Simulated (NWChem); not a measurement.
System: C2H6OSi; SMILES C1C[SiH2]O1

The following NWChem deck was run.

```
start job
memory heap 200 mb stack 900 mb global 1100 mb
geometry units angstroms
  C     -0.935007     0.923167    -0.169402
  C     -1.082661    -0.573488    -0.449899
  Si     0.731368    -0.655229     0.142910
  O      0.421819     0.965719     0.289803
  H     -1.032269     1.558069    -1.051406
  H     -1.589329     1.300319     0.617913
  H     -1.284032    -0.800306    -1.491678
  H     -1.836456    -1.055911     0.163748
  H      0.971350    -1.297898     1.429213
  H      1.738865    -0.942771    -0.870770
end
basis spherical
  * library def2-svp
end
dft
  xc xpbe96 cpbe96
  disp vdw 4
  iterations 150
end
driver
  maxiter 120
end
task dft optimize
task dft freq
```

NWChem printed, in part:

```
             Northwest Computational Chemistry Package (NWChem) 7.3.0
             --------------------------------------------------------

 CS  symmetry detected

                             Geometry "geometry" -> ""
                             -------------------------

 Output coordinates in angstroms (scale by  1.889725989 to convert to a.u.)

  No.       Tag          Charge          X              Y              Z
 ---- ---------------- ---------- -------------- -------------- --------------
    1 C                    6.0000     0.25579358    -1.28157545     0.00000000
    2 C                    6.0000    -1.11208014    -0.59646383     0.00000000
    3 Si                  14.0000    -0.07930338     1.01045168     0.00000000
    4 O                    8.0000     1.11676047    -0.13597836     0.00000000
    5 H                    1.0000     0.45949680    -1.87993107     0.88929422
    6 H                    1.0000     0.45949680    -1.87993107    -0.88929422
    7 H                    1.0000    -1.70516811    -0.81535223     0.88189305
    8 H                    1.0000    -1.70516811    -0.81535223    -0.88189305
    9 H                    1.0000    -0.09738724     1.80015282    -1.22526694
   10 H                    1.0000    -0.09738724     1.80015282     1.22526694

 Effective nuclear repulsion energy (a.u.)     174.7157576746

      Symmetry information
      --------------------

 Group name             Cs
 Group number              2
 Group order               2
 No. of unique centers     7

                                Z-matrix (autoz)
                                --------

 Units are Angstrom for bonds and degrees for angles

      Type          Name      I     J     K     L     M      Value
      ----------- --------  ----- ----- ----- ----- ----- ----------
    1 Stretch                  1     2                       1.52986
    2 Stretch                  1     4                       1.43306
    3 Stretch                  1     5                       1.09104
    4 Stretch                  1     6                       1.09104
    5 Stretch                  2     3                       1.91018
    6 Stretch                  2     7                       1.08508
    7 Stretch                  2     8                       1.08508
    8 Stretch                  3     4                       1.65677
    9 Stretch                  3     9                       1.45782
   10 Stretch                  3    10                       1.45782
   11 Bend                     1     2     3                83.87524
   12 Bend                     1     2     7               113.47653
   13 Bend                     1     2     8               113.47653
   14 Bend                     1     4     3                96.85969
   15 Bend                     2     1     4               100.32208
   16 Bend                     2     1     5               114.36436
   17 Bend                     2     1     6               114.36436
   18 Bend                     2     3     4                78.94299
   19 Bend                     2     3     9               116.67897
   20 Bend                     2     3    10               116.67897
   21 Bend                     3     2     7               117.72442
   22 Bend                     3     2     8               117.72442
   23 Bend                     4     1     5               109.04105
   24 Bend                     4     1     6               109.04105
   25 Bend                     4     3     9               112.56898
   26 Bend                     4     3    10               112.56898
   27 Bend                     5     1     6               109.19221
   28 Bend                     7     2     8               108.72979
   29 Bend                     9     3    10               114.38166
   30 Torsion                  1     2     3     4           0.00000
   31 Torsion                  1     2     3     9         109.84371
   32 Torsion                  1     2     3    10        -109.84371
   33 Torsion                  1     4     3     2           0.00000
   34 Torsion                  1     4     3     9        -114.46929
   35 Torsion                  1     4     3    10         114.46929
   36 Torsion                  2     1     4     3           0.00000
   37 Torsion                  3     2     1     4           0.00000
   38 Torsion                  3     2     1     5         116.52022
   39 Torsion                  3     2     1     6        -116.52022
   40 Torsion                  3     4     1     5        -120.42788
   41 Torsion                  3     4     1     6         120.42788
   42 Torsion                  4     1     2     7        -117.61384
   43 Torsion                  4     1     2     8         117.61384
   44 Torsion                  4     3     2     7         113.34260
   45 Torsion                  4     3     2     8        -113.34260
   46 Torsion                  5     1     2     7          -1.09362
   47 Torsion                  5     1     2     8        -125.86594
   48 Torsion                  6     1     2     7         125.86594
   49 Torsion                  6     1     2     8           1.09362
   50 Torsion                  7     2     3     9        -136.81369
   51 Torsion                  7     2     3    10           3.49889
   52 Torsion                  8     2     3     9          -3.49889
   53 Torsion                  8     2     3    10         136.81369

  pbe96 is a nonlocal functional; adding pw91lda local functional.

                           NWChem Geometry Optimization
                           ----------------------------

[...]

      ----------------------
      Optimization converged
      ----------------------

  Step       Energy      Delta E   Gmax     Grms     Xrms     Xmax
  ---- ---------------- -------- -------- -------- -------- --------
@    5    -443.99365507 -1.4D-06  0.00015  0.00003  0.00061  0.00116
                                     ok       ok       ok       ok

                                Z-matrix (autoz)
                                --------

 Units are Angstrom for bonds and degrees for angles

[...]

 Rotational Constants
 --------------------
 A=   0.328351 cm-1  (  0.472414 K)
 B=   0.227861 cm-1  (  0.327833 K)
 C=   0.149472 cm-1  (  0.215052 K)

 Temperature                      =   298.15K
 frequency scaling parameter      =   1.0000

 Zero-Point correction to Energy  =   46.326 kcal/mol  (  0.073826 au)
 Thermal correction to Energy     =   49.325 kcal/mol  (  0.078605 au)
 Thermal correction to Enthalpy   =   49.918 kcal/mol  (  0.079549 au)

 Total Entropy                    =   69.805 cal/mol-K
   - Translational                =   38.804 cal/mol-K (mol. weight =  74.0188)
   - Rotational                   =   24.471 cal/mol-K (symmetry #  =        1)
   - Vibrational                  =    6.530 cal/mol-K

 Cv (constant volume heat capacity) =   17.201 cal/mol-K
   - Translational                  =    2.979 cal/mol-K
   - Rotational                     =    2.979 cal/mol-K
   - Vibrational                    =   11.242 cal/mol-K

[normal modes left out]

 ----------------------------------------------------------------------------
 Normal Eigenvalue ||           Projected Infra Red Intensities
  Mode   [cm**-1]  || [atomic units] [(debye/angs)**2] [(KM/mol)] [arbitrary]
 ------ ---------- || -------------- ----------------- ---------- -----------
    1       -0.000 ||    0.001075           0.025         1.048       0.320
    2       -0.000 ||    0.001508           0.035         1.470       0.449
    3       -0.000 ||    0.000033           0.001         0.032       0.010
    4        0.000 ||    0.000589           0.014         0.574       0.176
    5        0.000 ||    0.000445           0.010         0.434       0.133
    6        0.000 ||    0.000179           0.004         0.174       0.053
    7      122.783 ||    0.000852           0.020         0.830       0.254
    8      437.819 ||    0.005272           0.122         5.140       1.570
    9      549.530 ||    0.018941           0.437        18.464       5.642
   10      628.841 ||    0.016759           0.387        16.337       4.992
   11      690.485 ||    0.015507           0.358        15.117       4.619
   12      731.006 ||    0.029599           0.683        28.855       8.817
   13      789.837 ||    0.055531           1.281        54.134      16.541
   14      844.760 ||    0.076079           1.755        74.165      22.662
   15      879.124 ||    0.021498           0.496        20.957       6.404
   16      934.492 ||    0.040222           0.928        39.210      11.981
   17      958.293 ||    0.161826           3.733       157.756      48.205
   18      989.793 ||    0.051024           1.177        49.741      15.199
   19     1069.194 ||    0.058914           1.359        57.433      17.549
   20     1135.984 ||    0.000486           0.011         0.474       0.145
   21     1169.534 ||    0.000021           0.000         0.021       0.006
   22     1294.959 ||    0.007314           0.169         7.130       2.179
   23     1371.283 ||    0.009010           0.208         8.783       2.684
   24     1450.716 ||    0.001197           0.028         1.167       0.357
   25     2151.056 ||    0.144855           3.342       141.212      43.149
   26     2153.607 ||    0.168920           3.897       164.671      50.318
   27     2950.354 ||    0.077106           1.779        75.167      22.968
   28     2999.657 ||    0.032498           0.750        31.680       9.680
   29     3026.173 ||    0.006355           0.147         6.195       1.893
   30     3092.030 ||    0.003503           0.081         3.415       1.043
 ----------------------------------------------------------------------------
```

Level: PBE-D3(BJ)/def2-SVP.
